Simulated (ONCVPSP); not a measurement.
# Before and after: ONCV potential for nickel (Ni)

nickel, optimised norm-conserving Vanderbilt (ONCV), made with ONCVPSP 4.0.1 (PBE, scalar-relativistic). Core [Ne], reference 3s2 3p6 3d8 4s1 (charge +1). Waves: 3s+4s: rc 1.15 bohr, ncon 3, nbas 7, qcut 8.4 1/bohr, 2 projectors; 3p: rc 0.75 bohr, ncon 3, nbas 6, qcut 12.3 1/bohr, 2 projectors, debl 2.2 Ha; 3d: rc 1.45 bohr, ncon 4, nbas 8, qcut 10.7 1/bohr, 2 projectors, debl 0.9 Ha. Local part: polynomial inside 0.50 bohr (lpopt 5, dvloc0 0 Ha). Core correction: polynomial model core, fcfact 0.3.

In the p channel the program set the typed energies aside and used -2.959, 0.250 Ha.

Change: d: rc 1.58.

Cutoffs: the cutoffs (Ha) at which the residual kinetic energy of the hardest occupied pseudo-wave falls to 1 and 0.1 mHa per electron; they do not see the model core or the augmentation charge, which bear on the density cutoff. Errors are all-electron minus pseudo energies relative to the spin-unpolarised reference configuration.

Task: Predict the effect on cutoff, ghosts and configuration errors.

Result: The potential gets neither clearly harder nor softer (62 Ha and 156 Ha → 62 Ha and 156 Ha); of the 4 tests that both files solve, the error grows in 2 and shrinks in 0 by more than 15 % and 0.3 meV (median size 15.1 → 22.6 meV); neither file shows a bound ghost.

| quantity | base | changed |
| --- | --- | --- |
| cutoff, loose | 62 Ha | 62 Ha |
| cutoff, tight | 156 Ha | 156 Ha |
| loose cutoff by channel | s 27 Ha, p 62 Ha, d 47 Ha | s 27 Ha, p 62 Ha, d 43 Ha |
| bound ghosts | none | none |
| GHOST(+) flags under 300 eV | s at 178.7 eV | s at 178.7 eV |
| error for 3s2 3p6 3d8 4s2, meV [ΔE -9.32 eV] | +2.1 | +2.4 |
| error for 3s2 3p6 3d8 4s0, meV [ΔE 17.35 eV] | +0.5 | +0.7 |
| error for 3s2 3p6 3d7 4s0, meV [ΔE 54.82 eV] | +33 | +50 |
| error for 3s2 3p6 3d9 4s0, meV [ΔE -3.00 eV] | +28 | +43 |
| s: phases at 1.17 bohr within 0.05 rad from the reference energy up to (Ha; the scan ends near 5) | 3.2 | 3.2 |
| p: phases at 0.76 bohr within 0.05 rad from the reference energy up to (Ha; the scan ends near 5) | to the end of the scan | to the end of the scan |
| rms error of d²Exc/dni dnj with the model core, mHa | 1.45 | 1.35 |
